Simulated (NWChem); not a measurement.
# AlH3S2O; SMILES [OH][Al]([SH])[SH]

```xyz
7

Al     0.3691     0.0070    -0.0004
O      2.0590    -0.1323    -0.0015
H      2.7170     0.5633     0.0171
S     -0.7727    -1.8472    -0.0006
H      0.3549    -2.5940     0.0074
S     -0.6318     1.9469    -0.0008
H     -1.8692     1.4027     0.0156
```
Atoms are numbered in this order, from 1.

Computed with NWChem. Structure relaxed at the PBE0/def2-SVP level. Ions are spin-unrestricted doublets at the neutral geometry; other ion states weren't tried.

```
level                  −ε(HOMO) (eV)
---------------------  -------------
B3LYP/def2-SVP                  7.11
PBE/def2-SVP                     [?]
Hartree-Fock/def2-SVP          10.27
BHandHLYP/def2-SVP              8.48
CAM-B3LYP/def2-SVP              8.67
```

Question: What belongs in the gaps?

Answer: 
- PBE/def2-SVP, −ε(HOMO) (eV): 6.17
